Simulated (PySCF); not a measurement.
B(Et)2(Vi), C₆H₁₃B, SMILES C=CB(CC)CC at its GFN2-xTB optimised geometry (Å):

```
20

B     -0.3422     0.5760     0.0000
C     -1.1018     1.9662     0.0000
C     -2.6250     1.9397     0.1261
H     -0.8404     2.4980    -0.9212
H     -0.6970     2.5919     0.8013
H     -2.9252     1.4668     1.0585
H     -3.0712     1.3837    -0.6952
H     -3.0335     2.9491     0.1118
C     -1.1515    -0.7835    -0.0128
C     -0.3396    -2.0794    -0.0367
H     -1.8356    -0.7849    -0.8675
H     -1.8054    -0.8032     0.8651
H      0.3378    -2.1229     0.8132
H      0.2516    -2.1465    -0.9474
H     -0.9940    -2.9491     0.0041
C      1.2128     0.5760     0.0000
C      1.9934     1.3808     0.7147
H      1.7152    -0.1685    -0.6108
H      3.0712     1.3175     0.6986
H      1.5832     2.1267     1.3772
```

Level of theory: PySCF 2.14.0 with B3LYP/def2-SVP.

Map of the log10 of the electron density (e/bohr³), floored at −4 on the plane z = 1.2 Å:

```
|                             |
|                             |
|                             |
|      .                      |
|    .::::..::::.             |
|   .:----:-===-:::::..       |
|   .-======***+--===-:.      |
|   :-=+++++#%#*=+*#*+=-:.    |
|   :=+*#*+*#%#*+*#@%#+=-:.   |
|  .-=*%%#**##*+=*%@@%#*+=:   |
|  .-+#@@%*+**++=*%@@@%#*=:   |
|  .:+*%%#+++++++*#%@@%%*=:   |
|   :=+***==+++++*#%%%##+=:   |
|   .:-=====+++++**##**+=-.   |
|    .:-=+***+++++**++=-:.    |
|     .:=*###*+===+==--:.     |
|     .-+*%%#*+===---:.       |
|      :=*###*+++=-::.        |
|      .-+**++**#*=-.         |
|       :-==++#%%#+-.         |
|        .:-=+*#%*+-.         |
|        .:-=++**+=:          |
|         :-======-.          |
|         .:-----:.           |
|          .:::..             |
|                             |
|                             |
|                             |
|                             |
```
Scale: ten equal steps from -4.00 (start of ' ') to -0.546 (end of '@'), in the order ' .:-=+*#%@'; x runs from -5.50 to 5.50, y from -5.50 (bottom) to 5.50 (top).
